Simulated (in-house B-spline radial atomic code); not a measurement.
Results of a calculation; reference values are marked as such.
**Softness against transferability: the 1s channel of Li**

Li, [He] 2s1, non-relativistic PBE, spherical and spin-unpolarised, from an all-electron radial atomic-structure program (B-spline basis) (atomic units). The all-electron 1s level is ε = -1.905457 hartree and its outer maximum at 0.36 bohr.

Troullier-Martins pseudo-orbitals are made for several radii. The cutoffs (hartree) are the plane-wave energies beyond which the orbital holds less than the named kinetic energy per electron. The phase error is the difference, pseudo minus all-electron, of arctan(R P'/P) at R = 0.8 bohr for all radii, half a hartree below and above the level.

```tsv
r_c (bohr)	V_l(0) (hartree)	cutoff for 10 mEh	for 1 mEh	for 0.1 mEh	phase error at ε − 0.5 (mrad)	at ε + 0.5 (mrad)
0.27	-38.17	212	347	> 450	0.0	0.0
0.31	-33.28	180	285	> 450	0.0	0.0
0.36	-28.69	151	229	> 450	0.0	0.0
0.41	-25.23	127	190	423	+0.1	+0.1
0.45	-23.02	112	166	361	+0.2	+0.1
0.5	-20.75	97.4	142	303	+0.3	+0.2
```

Q: Which radius needs the lowest cutoff for 1 mEh while both phase errors stay within 0.4 mrad?

A: The radii within that limit are 0.27, 0.31, 0.36, 0.41, 0.45, 0.5 bohr; of these r_c = 0.5 needs the least, 142 hartree, that is 284 Ry or 3864 eV.

Q: What does the larger radius buy, and what does it cost?

A: From r_c = 0.27 to 0.5 bohr the cutoff for 1 mEh goes from 347 to 142 hartree, a factor of 2.44, against 3.43 for a pure 1/r_c² scaling, end to end; step by step it is 347, 285, 229, 190, 166, 142, and for 0.1 mEh > 450, > 450, > 450, 423, 361, 303; the number of plane waves goes as the cutoff to the power 3/2, here a factor of 3.8. The larger of the two phase errors is least at r_c = 0.27 bohr, 0.0 mrad; it is 0.0 at the smallest radius and 0.3 at the largest. These errors test the reference atom alone. Large radii also let the cores of neighbours overlap, which an atom doesn't show.
